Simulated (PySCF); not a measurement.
An excited-state job on `C(O/C(=C/C(C)C)Cl)=O`.

Method: TDDFT B3LYP/def2-SVPD, vertical, gas phase, core orbitals frozen in the response (PySCF 2.14.0, density-fitted response routines). Geometry: PBE0-D3(BJ)/def2-SVP. The command runs a driver script over a list of jobs; the input below is this job's line of settings and its coordinates in Å.

Command:
```bash
OMP_NUM_THREADS=1 python probes_run.py task.json out
```

Input:
```
{"job": {"kind": "uv", "xc": "B3LYP", "basis": "def2-SVPD", "dynamic": true, "nstates": 6, "ntriplets": 0}, "charge": 0, "multiplicity": 1}
C     -1.082419     0.972771    -0.216919
C     -0.544574     0.319674     1.056810
C     -1.631551    -0.469187     1.785895
C      0.619127    -0.563920     0.733011
C      1.884581    -0.387242     1.105740
Cl     2.443069     0.925166     2.083534
O      2.862454    -1.301753     0.801955
C      3.791691    -0.957544    -0.121482
O      3.810688     0.059232    -0.736787
H     -0.302242     1.561986    -0.720777
H     -1.924996     1.642441     0.015434
H     -1.445256     0.212860    -0.928426
H     -0.184730     1.116594     1.727340
H     -1.251697    -0.902255     2.723173
H     -2.009272    -1.294506     1.160127
H     -2.485551     0.181018     2.031014
H      0.432132    -1.453351     0.120933
H      4.522128    -1.787482    -0.200901
```

Question: Estimate the output.

Answer: 
```
coarse grid: 15896 points
cycle   1  E = -843.9783767742  dE =  1.241e+00  |g| = 9.691e-01  |ddm| = 7.353e+00
cycle   2  E = -843.3833808574  dE =  5.950e-01  |g| = 1.961e+00  |ddm| = 3.386e+00
cycle   3  E = -844.1512017759  dE = -7.678e-01  |g| = 3.523e-01  |ddm| = 2.319e+00
cycle   4  E = -844.1740513218  dE = -2.285e-02  |g| = 1.033e-01  |ddm| = 4.510e-01
cycle   5  E = -844.1758181999  dE = -1.767e-03  |g| = 2.665e-02  |ddm| = 1.367e-01
cycle   6  E = -844.1759803609  dE = -1.622e-04  |g| = 6.305e-03  |ddm| = 5.807e-02
cycle   7  E = -844.1759892732  dE = -8.912e-06  |g| = 1.659e-03  |ddm| = 1.608e-02
final grid: 149760 points
cycle   8  E = -844.3045848188  dE = -4.692e-05  |g| = 6.946e-03  |ddm| = 1.836e-01
cycle   9  E = -844.3045706217  dE =  1.420e-05  |g| = 1.073e-02  |ddm| = 3.011e-02
cycle  10  E = -844.3045952469  dE = -2.463e-05  |g| = 2.151e-03  |ddm| = 1.549e-02
cycle  11  E = -844.3045961430  dE = -8.961e-07  |g| = 3.114e-04  |ddm| = 2.348e-03
cycle  12  E = -844.3045961567  dE = -1.370e-08  |g| = 1.805e-04  |ddm| = 8.349e-04
cycle  13  E = -844.3045961633  dE = -6.566e-09  |g| = 4.642e-05  |ddm| = 3.147e-04
cycle  14  E = -844.3045961638  dE = -4.661e-10  |g| = 1.676e-05  |ddm| = 1.351e-04
converged SCF energy = -844.3045961638

Static polarisability (au): isotropic 96.640, principal 83.089 88.469 118.362

Singlet excitations
state   eV       nm        f      main configurations
  1   5.1665    240.0   0.01700   H->L 0.90
  2   5.7909    214.1   0.00090   H-1->L 0.85
  3   6.2951    197.0   0.11094   H->L+2 0.46, H->L+1 0.40
  4   6.5876    188.2   0.25111   H->L+1 0.46, H->L+2 0.42
  5   6.9192    179.2   0.00407   H->L+4 0.66, H->L+3 0.16, H->L+2 0.09
  6   7.0203    176.6   0.00897   H-2->L 0.79
```

The SCF starts on a coarse grid where the log names one; the energy can jump when the final grid takes over, and dE then counts from the start density on the new grid. H and L stand for HOMO and LUMO; the number after each pair is its weight.

Question: Give S1 in cm⁻¹ and kJ/mol.

Answer: 5.1665 eV × 8065.54 = 41671 cm⁻¹; × 96.485 = 498.5 kJ/mol.

Question: Which computed singlet has the largest oscillator strength, and what do all of them sum to?

Answer: State 4 at 6.59 eV (188 nm), f = 0.251; the 6 states sum to 0.393.

Summary of the converged run: HOMO -7.14 eV, LUMO -1.00 eV; lowest singlet 5.17 eV; mean polarisability 96.6 au.

On one thread, Arm Neoverse V1 (aarch64), no GPU (shared host), this took 75 s and 1.1 GiB of memory at its peak.

One conformer stands for the species.
Labels such as C1 count atoms from 1, the log's own numbers from 0.
